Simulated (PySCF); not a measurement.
C8H13FSi.
Geometry (GFN2-xTB, Å), atoms numbered from 1 in this order:
```xyz
23
C8H13FSi angstrom
C      4.036   -0.103    1.302
C      2.935    0.045    0.381
C      2.019    0.164   -0.395
Si     0.611    0.330   -1.569
F      0.953   -0.567   -2.875
C     -0.981   -0.385   -0.797
C     -0.823   -1.859   -0.417
C     -1.402    0.421    0.412
C     -2.132    1.715    0.236
C     -2.849    0.520    0.789
H      4.766   -0.803    0.896
H      3.675   -0.482    2.258
H      4.519    0.861    1.462
H      0.464    1.683   -2.088
H     -1.786   -0.317   -1.539
H     -0.039   -1.978    0.329
H     -1.753   -2.246   -0.003
H     -0.558   -2.454   -1.288
H     -0.689    0.371    1.228
H     -1.909    2.537    0.900
H     -2.373    2.026   -0.770
H     -3.574    0.027    0.158
H     -3.117    0.521    1.835
```

NICS is the negative of the GIAO shielding at a point without a nucleus: at the ring centre (0) and 1 Å above and below it (1); zz is the component along the ring normal. Level: GIAO PBE0/pcSseg-1 (PySCF, non-relativistic, gas phase) on the GFN2-xTB geometry, one conformer.

Ring bond lengths (Å), with Mayer bond orders in brackets: C8–C9 1.497 (0.95), C9–C10 1.500 (0.98), C10–C8 1.499 (0.95).

Q: Give the NICS values of each ring in ppm.

A: 
```tsv
ring	type	NICS(0)	NICS(1), two faces	NICS(1)zz, two faces	rms pucker (Å)	centre to ring atoms, mean (Å)
C8–C9–C10	3-membered carbocycle; formal bonds all single	-44.0	-8.8 / -8.7	-23.4 / -20.7	0.00	0.87
```

Q: What do they say, and how far can they be read as aromaticity?

A: 
- C8–C9–C10: mean NICS(1)zz -22.1 ppm, shielded. C8, C9, C10 have four or more neighbours, and the NICS criterion for π rings isn't applied. NICS(0) lies 35 ppm below the mean NICS(1).

Q: At the second NICS(1) probe listed for ring C8–C9–C10, 1 Å off the ring, what do the in-plane components average?

A: The isotropic value is a third of the trace: (3 × -8.7 − (-20.7))/2 = -2.7 ppm.

Q: List the ring angles and the Hirshfeld charges of the ring atoms.

A: 
- C8–C9–C10: C8 60.1° (-0.040 e), C9 60.0° (-0.093 e), C10 59.9° (-0.090 e); sum 180.0° against 180° for a flat convex ring.
